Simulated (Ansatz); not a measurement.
Species: GaH2, charge 0, doublet. GaH2 (SMILES [GaH2], doublet).
B3LYP-D3(BJ)/def2-TZVP minimum from Ansatz (a first-principles code):
```xyz
3

Ga     0.0391     0.0090     0.0274
H     -0.3410    -1.4985    -0.3550
H     -0.8706     1.2189    -0.4942
```
Charge 0, spin multiplicity 2.

Total energies in cc-pVQZ, 5 correlated electrons, 14 frozen orbitals. Open shells are spin-unrestricted; no spin-orbit coupling. Cores are frozen in correlated methods (noble-gas shells, and filled d and f shells in the p block). No relativity. The spin of H2Ga ([GaH2], doublet) was assumed, and the state is the lowest solution found for it.

| method | program | energy (Eh) | minus CCSDT(Q) (mEh) |
|---|---|---|---|
| HF | Ansatz | -1924.40227 | 90.62 |
| MP2 | Ansatz | -1924.47371 | 19.18 |
| CCSD | Ansatz | -1924.49068 | 2.20 |
| CCSD(T) | Ansatz | -1924.49239 | 0.50 |
| CCSDT(Q) | Ansatz | -1924.49289 | 0.00 |

Rough core times of Ansatz's runs on a shared machine: CCSD(T) 30 s, CCSDT(Q) 8 min.
